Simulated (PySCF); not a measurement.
Exact mass, isotope pattern and composition

Species: `[Br][Mn][Br]` [sextet].

All values are calculated from tables of isotopes.

**Question.** Find the molar and monoisotopic masses of MnBr2.

**Answer.** For MnBr2, with standard atomic weights, 1 × 54.938 + 2 × 79.904 = 214.746 g/mol. From the most abundant isotopes (55Mn, 79Br), 1 × 54.938045 + 2 × 78.918337 = 212.7747 u.

**Question.** Give the isotope pattern of the singly charged cation M+, merging species of the same nominal mass.

**Answer.** 
| nominal mass | m/z (centroid) | relative intensity |
| --- | --- | --- |
| 213 | 212.7742 | 51.4 |
| 215 | 214.7721 | 100.0 |
| 217 | 216.7701 | 48.6 |

Cut off at 0.1 %. One electron mass, 0.00055 u, is taken off. Abundances used (%; other tables differ somewhat): 79Br 50.69, 81Br 49.31.

**Question.** What share of all molecules is the monoisotopic species?

**Answer.** 1 × 0.5069^2 = 25.69 %.

**Question.** Count the protons, neutrons and electrons of the monoisotopic species, and give its exact less its nominal mass.

**Answer.** 95 protons, 118 neutrons and 95 electrons; 212.7747 − 213 = -0.2253 u.

**Question.** Which singly substituted isotopologues are there?

**Answer.** Intensity in % of the monoisotopic species:

```csv
isotope,mass shift (u),m/z,intensity (%)
81Br,+1.99795,214.7721,194.56
```

Species under 0.02 % are left out.

**Question.** Elemental analysis, calculated?

**Answer.** Mn 25.58 %, Br 74.42 %.
